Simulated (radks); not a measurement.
Removal energies from the phosphorus ion P9+, [He] 2s2 2p2, by Delta-SCF beside the eigenvalue of the level emptied. Method: scalar-relativistic Kohn-Sham, LDA (Slater exchange, Perdew-Wang correlation), spin-polarised, spherical densities, finite nucleus; Fermi nuclear charge, rms radius of each element as measured or else 0.836 A^(1/3) + 0.57 fm; computed with a radial shooting solver on a logarithmic mesh with Libxc functionals. Open shells are filled with parallel spins first.

| removed from | final configuration | Delta-SCF (eV) | -eigenvalue (eV) |
|---|---|---|---|
| 2p | [He] 2s2 2p1 | 425.49 | 399.07 |
| 2s | [He] 2s1 2p2 | 445.40 | 425.68 |
| 1s | 1s1 2s2 2p2 | 2489.8 | 2407.7 |
